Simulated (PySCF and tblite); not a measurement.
Computed ¹H and ¹³C shifts (ppm) of 5 molecules with 9 carbons each, averaged over conformers at 298.15 K: GIAO PBE0/pcSseg-1 on GFN2-xTB geometries, unscaled, against TMS (¹H), TMS (¹³C) at the same level; H on other atoms than carbon is left out (PySCF, tblite).

P. ¹H: 7.27 (1H), 3.92 (3H), 3.23 (1H), 2.88 (1H), 1.86 (1H), 1.77 (1H), 1.46 (1H), 1.09 (1H), 1.08 (1H), 1.07 (1H) ¹³C: 170.8 (1C), 157.5 (1C), 149.5 (1C), 53.4 (1C), 51.9 (1C), 47.1 (1C), 45.1 (1C), 27.2 (1C), 27.0 (1C)
Q. ¹H: 3.97 (1H), 3.58 (3H), 2.94 (1H), 2.24 (1H), 2.12 (1H), 1.61 (1H), 1.52 (1H), 1.48 (1H), 1.21 (1H), 0.47 (1H) ¹³C: 91.1 (1C), 88.3 (1C), 79.4 (1C), 59.6 (1C), 38.7 (1C), 32.6 (1C), 25.8 (1C), 19.1 (1C), 9.7 (1C)
R. ¹H: 3.02 (1H), 2.73 (2H), 2.22 (2H), 2.17 (2H), 1.95 (2H), 1.88 (2H), 1.54 (1H) ¹³C: 96.0 (1C), 75.0 (1C), 44.9 (2C), 40.3 (2C), 32.8 (1C), 25.7 (2C)
S. ¹H: 7.25 (1H), 7.24 (1H), 7.20 (1H), 2.56 (1H), 1.24 (6H) ¹³C: 159.9 (1C), 150.0 (1C), 146.9 (1C), 128.1 (1C), 122.1 (1C), 118.7 (1C), 39.6 (1C), 27.2 (2C)
T. ¹H: 7.64 (2H), 7.56 (1H), 7.53 (2H), 4.89 (1H), 2.95 (1H), 2.95 (1H), 1.15 (3H) ¹³C: 143.3 (1C), 135.6 (2C), 134.1 (2C), 132.2 (1C), 94.4 (1C), 48.0 (1C), 21.9 (1C)

The molecules:
1. PhCH2CHFCH3, C9H11F, SMILES C[C@@H](F)Cc1ccccc1
2. C9H11FO, SMILES CC(C)c1ccc(O)c(F)c1
3. C₉H₁₂, SMILES C#C[C@H]1C[C@H]2CC[C@H]2C1
4. C₉H₁₂O, SMILES C#C[C@@H]1C[C@@H]2C[C@@H]2[C@@H]1OC
5. C9H12O2, SMILES COC(=O)C1=C[C@H]2CC[C@@H]1C2

(1) Which spectrum belongs to which molecule?

Unscaled shifts at such levels can be off by 15 ppm or more for ¹³C and 0.8 ppm for ¹H.

For scale, the study of C[C@@H](F)Cc1ccccc1 took 3.5 min on 1 thread of Arm Neoverse N1, on a host shared with other jobs (rough), launched as `OMP_NUM_THREADS=1 python ens_run.py task.json out`.

Results:

(1) P is 5; Q is 4; R is 3; S is 2; T is 1.

Assigned:
1. [CH3:1][C@@H:2]([F:3])[CH2:4][c:5]1[cH:6][cH:7][cH:8][cH:9][cH:10]1: ¹³C: 143.3 (C5), 135.6 (C6/C10), 134.1 (C7/C9), 132.2 (C8), 94.4 (C2), 48.0 (C4), 21.9 (C1) ppm.
2. [CH3:1][CH:2]([CH3:3])[c:4]1[cH:5][cH:6][c:7]([OH:8])[c:9]([F:10])[cH:11]1: ¹³C: 159.9 (C9), 150.0 (C7), 146.9 (C4), 128.1 (C5), 122.1 (C6), 118.7 (C11), 39.6 (C2), 27.2 (C1/C3) ppm.
3. [CH:1]#[C:2][C@@H:3]1[CH2:4][C@@H:5]2[CH2:6][CH2:7][C@@H:8]2[CH2:9]1: ¹³C: 96.0 (C2), 75.0 (C1), 44.9 (C4/C9), 40.3 (C5/C8), 32.8 (C3), 25.7 (C6/C7) ppm.
4. [CH:1]#[C:2][C@@H:3]1[CH2:4][C@@H:5]2[CH2:6][C@@H:7]2[C@@H:8]1[O:9][CH3:10]: ¹³C: 91.1 (C2), 88.3 (C8), 79.4 (C1), 59.6 (C10), 38.7 (C4), 32.6 (C3), 25.8 (C7), 19.1 (C5), 9.7 (C6) ppm.
5. [CH3:1][O:2][C:3](=[O:4])[C:5]1=[CH:6][C@H:7]2[CH2:8][CH2:9][C@@H:10]1[CH2:11]2: ¹³C: 170.8 (C3), 157.5 (C6), 149.5 (C5), 53.4 (C1), 51.9 (C11), 47.1 (C7), 45.1 (C10), 27.2 (C8), 27.0 (C9) ppm.
